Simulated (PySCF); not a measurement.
## Field gradients at the hydrogen positions

Species: C5H10OSi.
Z-matrix (Å and degrees, PBE0-D3(BJ)/def2-SVP geometry), rows numbered from 1:
```
C 
C   1  1.3411
C   2  1.4536  1  124.15
C   3  1.3434  2  125.39  1  -179.28
C   4  1.4986  3  126.09  2     0.23
O   5  1.4049  4  109.34  3  -177.52
Si  6  1.6650  5  123.24  4  -175.41
H   1  1.0946  2  121.18  3    -0.02
H   1  1.0923  2  121.62  3   179.97
H   2  1.0963  1  118.46  3  -179.94
H   3  1.0953  2  116.34  1     0.62
H   4  1.0943  3  119.86  2   179.85
H   5  1.1092  4  110.21  3   -55.90
H   5  1.1100  4  109.93  3    60.86
H   7  1.4974  6  110.90  5   -61.05
H   7  1.4867  6  106.46  5   178.96
H   7  1.4974  6  110.65  5    59.00
```

Level: PBE0/pcSseg-1 (PySCF, non-relativistic); Q(2H) = 0.00286 b; rigid geometry, the same for H and D, with no vibrational averaging.

**Question.** Rank these positions by the coupling χzz of a deuteron there, largest first.
A. H16 (Si–H hydrogen)
B. H14 (methylene hydrogen)
C. H15 (Si–H hydrogen)
D. H9 (vinylic hydrogen)
E. H10 (vinylic hydrogen)

**Answer.** D (207 kHz), E (200 kHz), B (178 kHz), A (95 kHz), C (91 kHz).

**Question.** What are Vzz, η and χzz (234.96 MHz × Q × Vzz) at all hydrogens?

**Answer.** 
```tsv
atom	bonded to	bond length (Å)	Vzz (au)	η	χzz (kHz)
H8	C1	1.095	0.3038	0.06	204
H9	C1	1.092	0.3080	0.05	207
H10	C2	1.096	0.2981	0.08	200
H11	C3	1.095	0.2996	0.08	201
H12	C4	1.094	0.3004	0.06	202
H13	C5	1.109	0.2664	0.09	179
H14	C5	1.110	0.2648	0.09	178
H15	Si7	1.497	0.1349	0.04	91
H16	Si7	1.487	0.1419	0.03	95
H17	Si7	1.497	0.1349	0.04	91
```

**Question.** Average by the element that carries the hydrogen.

**Answer.** on C: 196 kHz over 7 positions, mean bond length 1.099 Å; on Si: 92 kHz over 3 positions, mean bond length 1.494 Å.

**Question.** How does χzz go with the bond length over the 7 C–H bonds?

**Answer.** A straight-line fit has a slope of -16.2 kHz for each 0.01 Å, with a correlation coefficient of -1.00, over lengths from 1.092 to 1.110 Å. The longer bonds have the smaller couplings here.

Geometry: PBE0-D3(BJ)/def2-SVP, one conformer, isolated molecule. The basis is small and wasn't made for field gradients, so the couplings can be 20 % off.

These values come from a run that also computed NMR shieldings. On an Arm Neoverse V2 with one thread, on a shared host, this took 26 s wall (grids of density and orbitals included) and 0.99 GiB of memory at its peak.
